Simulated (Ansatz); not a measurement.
## What each rung costs, and what it gives

Saddle point of CH$_{8}$OSn, singlet (SnH₄O ([OH][SnH3]) + CH₄ → CH₆Sn ([CH3][SnH3]) + H₂O; bonds formed: Sn1–C7, O2–H6; bonds broken: Sn1–O2, H6–C7), PBE0-D4/def2-TZVP structure:

Sn1  (-0.531, 1.136, 0.133)
O2  (-0.136, -0.475, 1.575)
H3  (-1.573, 1.065, -1.223)
H4  (-1.435, 1.906, 1.378)
H5  (0.916, 2.007, -0.109)
H6  (0.267, -0.833, 0.544)
C7  (0.410, -0.960, -0.904)
H8  (0.504, -0.343, 2.284)
H9  (1.132, -1.753, -0.669)
H10  (0.904, -0.322, -1.640)
H11  (-0.458, -1.428, -1.369)
(Å)

Barriers are electronic and count from the start structure reached by relaxing down the imaginary mode.

Ansatz 0.2.0; basis: as named in each row; cores frozen in the correlated methods. Filled d shells of the heavier atoms are correlated. Core potentials replace the inner electrons of the atoms past krypton. The def2 sets are not built for correlating such inner shells, so the correlated values are less sure here. B3LYP uses VWN-RPA correlation. Extrapolation: Hartree–Fock as exp(−7.88 √X), correlation as X^−2.97.

Times are rough, for one single point on 4 threads of a shared host (Intel Xeon).

The estimate by CCSD(T) at an estimated basis limit (MP2 extrapolated from triple and quadruple zeta, plus CCSD(T) − MP2 in triple zeta) is 2.190 eV.

```json
{"method": "SPW92", "basis": "def2-SVP", "time (s)": "1", "barrier (eV)": "1.332", "method less estimate": "-0.858"}
{"method": "PBE-D4", "basis": "def2-SVP", "time (s)": "2", "barrier (eV)": "1.707", "method less estimate": "-0.483"}
{"method": "PBE0-D4", "basis": "def2-SVP", "time (s)": "2", "barrier (eV)": "1.896", "method less estimate": "-0.295"}
{"method": "SPW92", "basis": "def2-TZVPP", "time (s)": "3", "barrier (eV)": "1.499", "method less estimate": "-0.691"}
{"method": "PBE-D4", "basis": "def2-TZVPP", "time (s)": "4", "barrier (eV)": "1.863", "method less estimate": "-0.327"}
{"method": "BLYP-D4", "basis": "def2-TZVPP", "time (s)": "4", "barrier (eV)": "2.066", "method less estimate": "-0.124"}
{"method": "B3LYP-D4", "basis": "def2-TZVPP", "time (s)": "5", "barrier (eV)": "2.188", "method less estimate": "-0.003"}
{"method": "BHLYP-D4", "basis": "def2-TZVPP", "time (s)": "6", "barrier (eV)": "2.389", "method less estimate": "0.198"}
{"method": "PBE0-D4", "basis": "def2-TZVPP", "time (s)": "6", "barrier (eV)": "2.033", "method less estimate": "-0.157"}
{"method": "CAM-B3LYP-D4", "basis": "def2-TZVPP", "time (s)": "6", "barrier (eV)": "2.244", "method less estimate": "0.054"}
{"method": "wB97M-V", "basis": "def2-SVP", "time (s)": "6", "barrier (eV)": "1.987", "method less estimate": "-0.203"}
{"method": "r2SCAN-D4", "basis": "def2-TZVPP", "time (s)": "6", "barrier (eV)": "2.009", "method less estimate": "-0.181"}
{"method": "r2SCAN0-D4", "basis": "def2-TZVPP", "time (s)": "7", "barrier (eV)": "2.120", "method less estimate": "-0.070"}
{"method": "wB97M-V", "basis": "def2-TZVPP", "time (s)": "10", "barrier (eV)": "2.158", "method less estimate": "-0.033"}
{"method": "B2PLYP", "basis": "def2-TZVPP", "time (s)": "10", "barrier (eV)": "2.254", "method less estimate": "0.064"}
{"method": "PBE-QIDH", "basis": "def2-TZVPP", "time (s)": "11", "barrier (eV)": "2.166", "method less estimate": "-0.024"}
{"method": "RPA on PBE", "basis": "def2-TZVPP", "time (s)": "11", "barrier (eV)": "2.243", "method less estimate": "0.053"}
{"method": "CCSD(T)", "basis": "def2-SVP", "time (s)": "12", "barrier (eV)": "2.252", "method less estimate": "0.062"}
{"method": "B97M-V", "basis": "def2-TZVPP", "time (s)": "13", "barrier (eV)": "2.184", "method less estimate": "-0.007"}
{"method": "wB97X-V", "basis": "def2-TZVPP", "time (s)": "13", "barrier (eV)": "2.238", "method less estimate": "0.048"}
{"method": "MP2", "basis": "def2-QZVPP", "time (s)": "42", "barrier (eV)": "2.161", "method less estimate": "-0.029"}
{"method": "CCSD(T)", "basis": "def2-TZVPP", "time (s)": "140", "barrier (eV)": "2.233", "method less estimate": "0.043"}
```

All methods are single points on the PBE0-D4 structures.

No T1 diagnostic of these runs exceeds 0.014.

Labels in which every atom is bracketed show which atoms are joined, not bond orders.
